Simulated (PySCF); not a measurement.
All of these have the formula C7H5NSi. The calculation used PySCF, TDDFT CAM-B3LYP/def2-SVPD, vertical, gas phase, core orbitals frozen in the response. Geometries: GFN2-xTB; one conformer of each isolated species. Triplets are in the Tamm–Dancoff approximation.

A. `C#C[Si@@H]1[C@@H](C#N)C12C=C2`
B. `N#CC1[SiH2]C=C(C#C)C=1`
C. `C#CC1=CC=C[Si@@H]1C#N`
D. `C#C/C=C(/C#C)[SiH2]C#N`

Lowest singlet levels (six at most, fewer where fewer were computed) with oscillator strengths:

1. 4.59 eV (f 0.405); 4.70 eV (f 0.001); 5.03 eV (f 0.000); 5.81 eV (f 0.000); 6.14 eV (f 0.001); 6.22 eV (f 0.000); T1 2.62 eV
2. 3.92 eV (f 0.082); 4.88 eV (f 0.000); 5.11 eV (f 0.001); 5.39 eV (f 0.227); 6.02 eV (f 0.251); 6.10 eV (f 0.003); T1 2.21 eV
3. 3.72 eV (f 0.154); 4.36 eV (f 0.000); 5.45 eV (f 0.003); 5.91 eV (f 0.006); 5.95 eV (f 0.019); 6.00 eV (f 0.023); T1 2.10 eV
4. 5.15 eV (f 0.090); 5.25 eV (f 0.015); 5.66 eV (f 0.010); 5.81 eV (f 0.128); 6.16 eV (f 0.006); 6.23 eV (f 0.004); T1 3.72 eV

Task: Which spectrum belongs to which structure?

Result: 1 = D, 2 = B, 3 = C, 4 = A.
- A: S1 at 5.15 eV, HOMO→LUMO (86%); Löwdin shares by element: HOMO carbon 55% or more, silicon 15% (atoms not listed hold the other 30%); LUMO carbon 46% or more, silicon 28% (atoms not listed hold the other 26%); HOMO -8.12 and LUMO -0.07 eV.
- B: S1 at 3.92 eV, HOMO→LUMO (96%); Löwdin shares by element: HOMO carbon 62% or more (atoms not listed hold the other 38%); LUMO carbon 64% or more (atoms not listed hold the other 36%); HOMO -8.41 and LUMO -1.76 eV; point group Cs, 1 of its 6 listed states under f = 0.0005.
- C: S1 at 3.72 eV, HOMO→LUMO (96%); Löwdin shares by element: HOMO carbon 68% or more (atoms not listed hold the other 32%); LUMO carbon 67% or more (atoms not listed hold the other 33%); HOMO -8.05 and LUMO -1.52 eV.
- D: S1 at 4.59 eV, HOMO→LUMO (93%); Löwdin shares by element: HOMO carbon 66% or more (atoms not listed hold the other 34%); LUMO carbon 66% or more (atoms not listed hold the other 34%); HOMO -8.41 and LUMO -1.35 eV.
